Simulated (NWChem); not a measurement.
Molecule: C₂H₅FGe; SMILES C=[CH][GeH2][F]

```xyz
9

Ge    -0.3073    -0.5663     0.0000
F      1.4323    -0.8105     0.0000
C     -0.5348     1.3620     0.0000
C      0.5246     2.1763     0.0000
H     -0.8539    -1.2552    -1.2759
H     -0.8539    -1.2552     1.2759
H     -1.5432     1.7758     0.0000
H      0.4229     3.2607     0.0000
H      1.5391     1.7852     0.0000
```
Atoms are numbered in this order, from 1.

Level: B3LYP/6-31G* (spherical d) (NWChem), optimised geometry, unscaled harmonic frequencies. 

```
frequency (cm⁻¹)  IR intensity (km/mol)
----------------  ---------------------
97                                  0.6
151                                 3.9
345                                13.7
402                                 0.2
584                                 6.1
603                                71.6
674                                 9.9
694                                61.0
796                               119.3
875                                96.8
1000                               19.9
1016                                5.2
1042                               25.2
1288                                3.7
1453                                8.7
1677                                2.6
2112                              129.7
2117                              170.8
3144                               10.2
3159                               14.2
3234                                7.2
```

```yaml
zero_point_energy: 37.8 kcal/mol
thermal correction to the enthalpy at 298.15 K (with zero-point energy): 42.0 kcal/mol
heat capacity Cv: 19.2 cal/(mol K)
entropy at 298.15 K and 1 atm (symmetry number 1): 76.7 cal/(mol K)
dipole_moment: 2.17 D
```

Rigid rotor and harmonic oscillator; modes under 100 cm⁻¹ make the entropy uncertain.
